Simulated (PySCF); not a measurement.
## Excitation energy of F+ by level of theory

F+ [He] 2s2 2p4 (3P) → F+ [He] 2s2 2p3 3s1 (5S), as a difference of total energies. Calculation: PySCF 2.14, in aug-cc-pVQZ-DK; scalar relativity by spin-free X2C-1e. Correlated levels: valence: 1s2 frozen. The calculations carry no spin-orbit coupling.

| method | excitation energy (eV) |
| --- | --- |
| UHF | 20.683 |
| LDA | 22.006 |
| PBE | 22.157 |
| PBE0 | 22.082 |
| r2SCAN | 22.168 |
| BHandHLYP | 22.158 |
| HSE06 | 22.110 |
| CAM-B3LYP | 22.294 |
| MN15 | 22.630 |
| MP2 (valence) | 21.765 |
| SCS-MP2 (valence) | 21.969 |

**Question.** How much does correlation contribute at MP2 (valence)?

**Answer.** 21.765 − (20.683) = 1.082 eV, measured against UHF.

Errors of the correlated levels include the incompleteness of this basis and the frozen core.

The promoted electron is Rydberg-like, and one or two diffuse shells describe it only roughly, which tends to raise the upper state.

For comparison: 21.862 eV (measured; NIST levels, between the centres of gravity of the two terms).
